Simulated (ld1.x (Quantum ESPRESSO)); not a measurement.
What one change does to a pseudopotential (Mo (Z = 42), TM)

| Property | Result |
| --- | --- |
| Element | molybdenum (Mo) |
| Generator | ld1.x (Quantum ESPRESSO) 7.5 |
| Type | norm-conserving Troullier–Martins (Kleinman–Bylander form) |
| Functional | LDA (PZ) |
| Relativity | scalar-relativistic |
| Frozen core | [Kr] |
| Valence charge | 6 |
| Reference configuration | 4d5 5s1 5p0 |
| Partial waves | 5s (bound): rc 2.25 bohr; 5p (bound, empty): rc 3.80 bohr; 4d (bound): rc 1.50 bohr |
| Local potential | the d channel |
| Core correction | none |

All-electron outer shells of the reference configuration (LDA (PZ), scalar-relativistic, ld1.x):

| shell | level (eV) | outermost node (bohr) | outermost maximum (bohr) |
| --- | --- | --- | --- |
| 4s | -64.42 | 0.51 | 0.99 |
| 4p | -38.59 | 0.52 | 1.06 |
| 5s | -4.33 | 1.34 | 2.93 |
| 4d | -3.94 | 0.53 | 1.38 |
| 5p | -1.16 | 1.54 | 4.05 |

Change: wave 4d (bound): rc 1.50 bohr becomes 4d (bound): rc 2.08 bohr.

Cutoffs: the cutoffs (Ry, on a coarse ladder) from which the occupation-weighted sum of valence levels, in a spherical-Bessel basis at the reference potential, stays within 10 and 1 mRy of its value at 400 Ry; they do not see the model core or the augmentation charge, which bear on the density cutoff. Errors are all-electron minus pseudo energies relative to the spin-unpolarised reference configuration.

Problem. Predict the effect on cutoff, ghosts and configuration errors.

Solution. The potential gets softer (45 Ry and 55 Ry → 35 Ry and 45 Ry); both files keep a bound ghost (p, s); of the 9 tests that both files solve, the error grows in 1 and shrinks in 1 by more than 15 % and 0.3 meV (median size 5.4 → 5.8 meV); the range in which the d phases agree narrows (upper end at the end of the scan → 3.2). A larger radius leaves more room for a smooth pseudo-wave, so fewer plane waves are needed.

```tsv
quantity	base	changed
cutoff, loose	45 Ry	35 Ry
cutoff, tight	55 Ry	45 Ry
loose cutoff by channel (10 mRy a level)	s 10 Ry, d 35 Ry	s 10 Ry, d 30 Ry
bound ghosts	s, p	s, p
error for 4d5 5s0 5p0, meV [ΔE 7.19 eV]	+5.1	+5.8
error for 4d4 5s0 5p0, meV [ΔE 22.89 eV]	+31	+27
error for 4d3 5s0 5p0, meV [ΔE 49.85 eV]	+3.4	-4.8
error for 4d2 5s0 5p0, meV [ΔE 89.55 eV]	-74	-61
error for 4d5 5s0 5p1, meV [ΔE 3.24 eV]	+3.3	+3.3
error for 4d5 5s0.5 5p0, meV [ΔE 2.86 eV]	+0.5	+0.6
error for 4d5.5 5s0.5 5p0, meV [ΔE 0.31 eV]	-5.4	-5.4
error for 4d5 5s1 5p0 (spin-polarised), meV [ΔE -3.92 eV]	+3607	+3611
error for 4d5 5s0 5p0 (spin-polarised), meV [ΔE 3.80 eV]	+3684	+3691
s: phases at 4.08 bohr within 0.05 rad from the reference energy up to (Ry; the scan ends near 5)	1.0	1.0
p: phases at 4.08 bohr within 0.05 rad from the reference energy up to (Ry; the scan ends near 5)	n/a	1.7
d: phases at 4.08 bohr within 0.05 rad from the reference energy up to (Ry; the scan ends near 5)	to the end of the scan	3.2
```

 A true bound ghost makes a file unfit for plane-wave use even where its test errors are small: the radial tests pick states by their node count and pass the ghost by.
